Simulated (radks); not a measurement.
The mean radii <r> (bohr) of the occupied orbitals of an atom or ion are listed with their occupations. Calculated with a radial shooting solver on a logarithmic mesh with Libxc functionals: scalar-relativistic Kohn-Sham, r2SCAN, spin-polarised, spherical densities, finite nucleus; meta-GGA in the generalised Kohn-Sham scheme; Fermi nuclear charge, rms radius of each element as measured or else 0.836 A^(1/3) + 0.57 fm.

orbital  occ.      <r>
1s          2  0.04701
2s          2   0.2097
2p          6   0.1837
3s          2   0.6230
3p          6   0.6452
3d         10   0.7142

Name the element and its charge. Open shells, if any, are filled with parallel spins first.

Answer. Z = 32, germanium, charge +4: Ge4+ in [Ar] 3d10. The 1s radius gives Z: for a bare nucleus <r> = (2 gamma + 1)/(2Z) with gamma = sqrt(1 - (Z/c)^2), 0.04601 bohr for Z = 32, and screening makes it slightly larger (0.04701 here). The occupations add up to 28, and the charge is Z minus that.
